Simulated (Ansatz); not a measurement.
Potential energy curve for CBe, lowest singlet found (which spin is the ground state isn't settled by this scan).

Methods: RKS-PBE = restricted PBE/aug-cc-pVDZ (Ansatz, a program for electronic structure); RKS-B3LYP = restricted B3LYP/aug-cc-pVDZ in Ansatz; FCI = full CI/aug-cc-pVDZ, frozen core (Ansatz).

Energies relative to the lowest point of each curve between 1.44 and 2.04 Å, where full CI is lowest, in kJ/mol; the last columns give the error against full CI:

| R / Å | RKS-PBE | RKS-B3LYP | FCI | RKS-PBE − FCI | RKS-B3LYP − FCI |
|---|---|---|---|---|---|
| 1.35 | 157.9 | 145.3 | 172.6 | -14.7 | -27.3 |
| 1.44 | 72.4 | 63.5 | 83.1 | -10.6 | -19.6 |
| 1.51 | 33.1 | 27.0 | 40.7 | -7.5 | -13.7 |
| 1.57 | 13.2 | 9.2 | 18.2 | -5.0 | -9.0 |
| 1.64 | 1.9 | 0.2 | 4.2 | -2.2 | -3.9 |
| 1.70 | 0.0 | 0.0 | 0.0 | 0.0 | 0.0 |
| 1.73 | 1.1 | 1.9 | 0.1 | 1.1 | 1.8 |
| 1.78 | 5.4 | 7.3 | 2.7 | 2.7 | 4.6 |
| 1.87 | 18.9 | 22.2 | 13.4 | 5.5 | 8.8 |
| 1.95 | 35.0 | 39.1 | 27.3 | 7.7 | 11.8 |
| 2.04 | 55.7 | 59.8 | 45.7 | 10.0 | 14.1 |

RKS-PBE is furthest from FCI at 1.35 (-14.7 kJ/mol, below); its mean absolute error over the points is 6.1 kJ/mol.

RKS-B3LYP is furthest from FCI at 1.35 (-27.3 kJ/mol, below); its mean absolute error over the points is 10.4 kJ/mol.

The scan ran from 1.24 to 5.83 Å; beyond the distances shown full CI changes its symmetry label. The restricted form behind RKS-PBE, RKS-B3LYP keeps the bonding electrons paired and can't separate into open-shell fragments. Also computed but left out beside FCI, since their determinant holds another spin at the minimum (<S²> over 0.7 above the pure value): UHF, UMP2, UCCSD, UCCSD(T), UKS-B3LYP, UKS-PBE, UKS-B3LYP/6-31G*, UHF/STO-3G, UKS-LDA (SVWN5)/6-31G*, UHF/6-31G*.
